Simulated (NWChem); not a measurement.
SiSH cation, singlet; SMILES [Si]=[SH+]

```xyz
3

Si    -0.0350    -1.0961     0.0000
S      0.1069     0.9644     0.0000
H     -1.2593     1.0423     0.0000
```
Atoms are numbered in this order, from 1.

Computed with NWChem. Low-valent species are run as closed-shell singlets; no triplet was tried in these runs. Structure relaxed at the PBE0/def2-SVP level. Core excitations by TDA in a window of 1s orbitals, non-relativistic and unshifted: absolute energies depend strongly on the exact-exchange share.

**Question.** What does the run give for Si K edge, B3LYP/def2-TZVP? Quantities: first 1s excitation (eV); dipole oscillator strength of the first; first state with f > 0.002 (eV); dipole oscillator strength of that state.

**Answer.** 
```json
{
 "first 1s excitation (eV)": "1796.0",
 "dipole_oscillator_strength_of_the_first": "0.0087",
 "first state with f > 0.002 (eV)": "1796.0",
 "dipole_oscillator_strength_of_that_state": "0.0087"
}
```
